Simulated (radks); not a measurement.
Initial-state core-level shifts of the cerium ion Ce2+ when its valence configuration changes from [Xe] 4f2. All-electron calculation, scalar-relativistic Kohn-Sham, PBEsol, spin-unpolarised, spherical densities, finite nucleus; Fermi nuclear charge, rms radius 4.8771 fm. Program: a radial shooting solver on a logarithmic mesh with Libxc functionals. Shifts are changes of the shell-averaged eigenvalues in eV (positive: less bound); the change of the density at the nucleus, which sets a Mossbauer isomer shift, is in e/bohr^3, on a base of 3.971e+05.

valence               1s       2p       3p       4s  density at nucleus
5d2              -13.865  -14.954  -17.484  -16.028              +43.09
6p2              -21.666  -23.043  -25.490  -23.860              +53.76
4f1 6s1           -8.942   -9.541  -10.602  -10.019              +52.47
4f1 6p1          -10.000  -10.598  -11.663  -11.078              +23.50
4f1.5 6p0.5       -4.741   -5.015   -5.502   -5.263              +10.73
4f1 5d1           -6.324   -6.803   -7.915   -7.376              +19.13
5d1 6p1          -17.721  -18.943  -21.438  -19.909              +47.83
4f0.5 6s1 6p0.5  -14.630  -15.596  -17.312  -16.270              +68.89
4f1.5 5d0.5       -2.980   -3.201   -3.716   -3.490               +8.88
